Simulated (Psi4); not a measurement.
C2H5S (SMILES C[CH]S), doublet, geometry from GFN2-xTB; CCSD/3-21G (Psi4 1.11).

Here is a job for Psi4.
```
memory 2 GB

molecule mol {
0 2
C     1.532999    0.714509   -0.079825
C     0.060960    0.703789   -0.227148
S    -0.805172   -0.736694    0.183518
H    -2.028457   -0.249353   -0.032406
H    -0.412016    1.361714   -0.934643
H     1.879380    1.727720    0.127027
H     1.836955    0.060930    0.735667
H     2.043143    0.376296   -0.990087
}

set {
  basis 3-21g
  reference uhf
  cc_type df
  mp2_type df
  scf_type df
}

energy('ccsd')
print_variables()
```

It wrote (shortened):

```
    For method 'CCSD', SCF Algorithm Type (re)set to DISK_DF.

   => Loading Basis Set <=

    Name: 3-21G
    Role: ORBITAL
    Keyword: BASIS

         ---------------------------------------------------------
                                   SCF
               by Justin Turney, Rob Parrish, Andy Simmonett
                          and Daniel G. A. Smith
                              UHF Reference
         ---------------------------------------------------------

  ==> Geometry <==

    Molecular point group: c1
    Full point group: C1

    Geometry (in Angstrom), charge = 0, multiplicity = 2:

       Center              X                  Y                   Z               Mass
    ------------   -----------------  -----------------  -----------------  -----------------
         C            1.586604442394     0.767468213438    -0.097539265230    12.000000000000
         C            0.114565442394     0.756748213438    -0.244862265230    12.000000000000
         S           -0.751566557606    -0.683734786562     0.165803734770    31.972071174400
         H           -1.974851557606    -0.196393786562    -0.050120265230     1.007825032230
         H           -0.358410557606     1.414673213438    -0.952357265230     1.007825032230
         H            1.932985442394     1.780679213438     0.109312734770     1.007825032230
         H            1.890560442394     0.113889213438     0.717952734770     1.007825032230
         H            2.096748442394     0.429255213438    -1.007801265230     1.007825032230

  Running in c1 symmetry.

  Rotational constants: A =      1.31017  B =      0.18397  C =      0.16672 [cm^-1]
  Rotational constants: A =  39277.81252  B =   5515.28791  C =   4998.28559 [MHz]
  Nuclear repulsion =  100.277671595838413

  Charge       = 0
  Multiplicity = 2
  Electrons    = 33
  Nalpha       = 17
  Nbeta        = 16

  ==> Algorithm <==

  SCF Algorithm Type is DISK_DF.
  DIIS enabled.
  MOM disabled.
  Fractional occupation disabled.
  Guess Type is SAD.
  Energy threshold   = 1.00e-08
  Density threshold  = 1.00e-08
  Integral threshold = 1.00e-12

  ==> Primary Basis <==

  Basis Set: 3-21G
    Blend: 3-21G
    Number of shells: 27
    Number of basis functions: 41
    Number of Cartesian functions: 41
    Spherical Harmonics?: false
    Max angular momentum: 1

   => Loading Basis Set <=

    Name: (3-21G AUX)
    Role: JKFIT
    Keyword: DF_BASIS_SCF

  ==> Integral Setup <==

[...]
  @DF-UHF Final Energy:  -473.71356418681643
    Total Energy =                       -473.7135641868164271
  DIE_IF_NOT_CONVERGED          => (empty)
[...]

  Iter       E_corr                  DE                 T2 RMS        T1 RMS
  ----   ----------------      ----------------       ----------    ----------
   1      -0.2522090605         -0.0233685583         1.29e-04      1.97e-03
   2      -0.2632817063         -0.0110726457         7.27e-05      3.64e-04
   3      -0.2652607349         -0.0019790286         2.45e-05      2.86e-04
   4      -0.2653786918         -0.0001179570         1.85e-05      1.99e-04
   5      -0.2653959499         -0.0000172580         4.47e-06      4.89e-05
   6      -0.2653580453          0.0000379046         3.41e-06      9.02e-05
   7      -0.2653681077         -0.0000100625         1.35e-06      5.28e-05
   8      -0.2653648595          0.0000032482         1.40e-06      4.26e-05
   9      -0.2653613571          0.0000035024         6.28e-07      2.23e-05
  10      -0.2653509905          0.0000103666         3.71e-07      1.24e-05
  11      -0.2653485652          0.0000024252         1.43e-07      4.74e-06
  12      -0.2653493168         -0.0000007515         1.20e-07      1.85e-06
  13      -0.2653500770         -0.0000007603         5.80e-08      5.08e-07
  14      -0.2653504707         -0.0000003937         3.24e-08      3.93e-07
  15      -0.2653505569         -0.0000000862         1.30e-08      2.16e-07

 ==============================================================================
 ===================== DF-CCSD ITERATIONS ARE CONVERGED =======================
 ==============================================================================

	T1 diagnostic reference value:     0.02000000000000
	T1 diagnostic                :     0.00555485524023

	=======================================================================
	================ CCSD FINAL RESULTS ===================================
	=======================================================================
	Nuclear Repulsion Energy (a.u.)    :   100.27767159583841
	SCF Energy (a.u.)                  :  -473.71356418681643
	REF Energy (a.u.)                  :  -473.71356418681643
	DF-CCSD Correlation Energy (a.u.)  :    -0.26535055691952
	DF-CCSD Total Energy (a.u.)        :  -473.97891474373597
	=======================================================================

  Variable Map:
  ----------------------------------------------------------------------------
[...]
  Array Variable Map:
  ----------------------------------------------------------------------------
[...]
[...]
```
